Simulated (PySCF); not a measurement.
The complex Co(SH)2 (charge 0) contains Co(II), shell d7. The structure is a model geometry with rigid ligands and bond lengths from ionic radii, not a minimum; coordination linear, point group C2h, metal–donor distances 2.25 Å.

Method (PySCF 2.14, density fitting): CASSCF(7,5) with orbitals averaged over all microstates of the shell, strongly contracted NEVPT2 on the averaged canonical orbitals; basis x2c-TZVPall on the metal, x2c-SVPall elsewhere; spin-free X2C; gas phase; spin-orbit coupling by state interaction with the mean-field operator over all roots.

CASSCF energies above the lowest CASSCF root:

```
state  CASSCF / cm⁻¹
  4Ag              0
  4Bg             12
  4Bg           1373
  4Ag           1502
  4Bg           2120
  4Ag           2351
  4Bg           2633
  4Bg          17339
  2Bg          18112
  2Ag          18217
  2Ag          18280
  2Bg          18514
  2Ag          18763
  2Bg          19144
  4Ag          19157
  2Ag          19187
  2Bg          20094
  2Ag          20131
  2Bg          22462
  2Ag          22573
  2Bg          23303
  2Ag          23788
```

Q: How does dynamic correlation (SC-NEVPT2) move these states?

A: 
```tsv
state	NEVPT2 / cm⁻¹	shift / cm⁻¹
4Ag	0	0
4Bg	63	+50
4Bg	1973	+600
4Ag	2114	+612
4Bg	3024	+904
4Ag	3534	+1182
4Bg	4130	+1497
4Bg	14376	-2963
2Bg	16743	-1369
2Ag	16675	-1541
2Ag	17012	-1268
2Bg	17530	-984
2Ag	17633	-1130
2Bg	18666	-479
4Ag	16902	-2255
2Ag	18563	-624
2Bg	19451	-643
2Ag	19623	-508
2Bg	20454	-2008
2Ag	20486	-2087
2Bg	20100	-3203
2Ag	20171	-3617
```

4Bg (63 cm⁻¹) lies within 300 cm⁻¹ of 4Ag at NEVPT2 level, inside the method's error: their order is undecided. NEVPT2 lifts 4Ag from 2351 to 3534 cm⁻¹; on the d shell alone such lifts tend to overshoot. Gaps between spin states lean to high spin in this active space.
